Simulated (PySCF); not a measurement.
# Sb⁺ (antimony, charge +1) across methods

[Kr] 4d10 5s2 5p2, high-spin 3P determinant. Calculation: PySCF 2.14, in aug-cc-pVTZ-DK3; scalar relativity by spin-free X2C-1e. The B2PLYP total includes its PT2 part (frozen core); its orbital energies are those of the SCF part.

| method | E (hartree) | mean ε 5s α (eV) | mean ε 5s β (eV) | mean ε 5p α (eV) | Σ⟨r²⟩ (bohr²) | ⟨S²⟩ |
| --- | --- | --- | --- | --- | --- | --- |
| wB97X | -6480.40 | -25.338 | -23.441 | -15.732 | 47.66 | 2.002 |
| TPSSh | -6479.90 | -21.897 | -19.972 | -13.097 | 47.68 | 2.002 |
| r2SCAN | -6480.17 | -21.674 | -19.786 | -12.927 | 47.62 | 2.004 |
| UHF | -6477.39477 | -26.699 | -22.301 | -16.391 | 48.31 | 2.010 |
| B2PLYP | -6479.48 | -24.171 | -21.482 | -14.556 | 47.96 | 2.004 |
| PBE | -6479.75 | -21.141 | -19.750 | -12.554 | 47.75 | 2.002 |
| B3LYP | -6480.24 | -22.404 | -20.756 | -13.345 | 47.79 | 2.002 |
| PBE0 | -6479.82 | -22.752 | -20.684 | -13.683 | 47.69 | 2.003 |
| LDA | -6473.96 | -21.395 | -20.194 | -12.628 | 47.61 | 2.001 |
